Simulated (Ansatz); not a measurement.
Geometry optimisation, RKS PBE/6-31G* (Ansatz).

The input (input.yaml):

```yaml
crystal:
  periodic: [false, false, false]
  atoms:
    - { symbol: B, position_ang: [-0.6059, -0.1213, -0.8605] }
    - { symbol: H, position_ang: [0.6307, 0.6864, -1.1942] }
    - { symbol: F, position_ang: [-0.5589, -1.2595, -1.5418] }
    - { symbol: F, position_ang: [-1.6675, 0.6621, -1.0095] }
    - { symbol: H, position_ang: [0.8304, 0.2069, 1.0553] }
    - { symbol: "N", position_ang: [-0.3247, -0.442, 0.8894] }
    - { symbol: H, position_ang: [1.2644, 0.8777, -0.4693] }
    - { symbol: F, position_ang: [1.7458, 0.8714, 0.6372] }
    - { symbol: H, position_ang: [-0.2416, -1.434, 1.0536] }
    - { symbol: H, position_ang: [-1.0726, -0.0478, 1.4397] }
basis:
  gaussian: { orbitals: "6-31G*" }
hamiltonian:
  xc: pbe
relax:
  f_tol: 0.15
  max_steps: 25
  restrain:
    - { distance: [0, 5], at: 2.85, k: 30.0 }
    - { distance: [4, 7], at: 2.18, k: 30.0 }
    - { distance: [6, 1], at: 1.92, k: 30.0 }
    - { distance: [0, 1], at: 1.15, k: 30.0 }
    - { distance: [4, 5], at: 1.02, k: 30.0 }
    - { distance: [6, 7], at: 0.88, k: 30.0 }
output:
  orbitals: {}
```

Run as:

```bash
$ ansatz run input.yaml --threads 2 --pin off --max-ram 3072MiB --backend cpu --events-out ev --progress --plain --runs-dir out
```

Task: Where does it end, and by what steps?

Result: The forces met the threshold. The restraints hold the end off the free minimum. After 12 steps the energy has fallen by 0.205 eV (the restraints' own energy left out); H7 moved furthest, 0.69 Å. Joined: B1–H2 (1.51 → 1.17 Å), H5–N6 (1.34 → 1.02 Å), H7–F8 (1.21 → 0.92 Å).

```tsv
step	energy less start (eV)	largest force component (eV/Å)	accepted
0	0.0000	2.502	yes
1	-0.3781	2.441	yes
2	-0.0590	3.943	yes
3	-0.0209	2.186	yes
4	0.0483	1.497	yes
5	-0.1007	1.219	yes
6	-0.1850	1.075	yes
7	-0.1817	1.291	yes
8	-0.2005	1.297	yes
9	-0.2194	0.459	no
10	-0.2062	1.115	yes
11	-0.2209	0.610	no
12	-0.2047	1.158	yes
```

```xyz
10
Properties=species:S:1:pos:R:3
B -0.635 -0.057 -1.264
H 0.404 0.484 -1.361
F -0.747 -1.347 -1.579
F -1.745 0.652 -1.054
H 0.543 -0.075 1.272
N -0.295 -0.613 1.508
H 1.759 1.325 -0.294
F 2.179 1.141 0.506
H -0.333 -1.460 0.937
H -1.129 -0.051 1.329
```

Time of the run: 13 s on 2 threads of Intel(R) Xeon(R) 6975P-C (Granite Rapids), with other jobs on the host, peak memory 0.14 GiB.
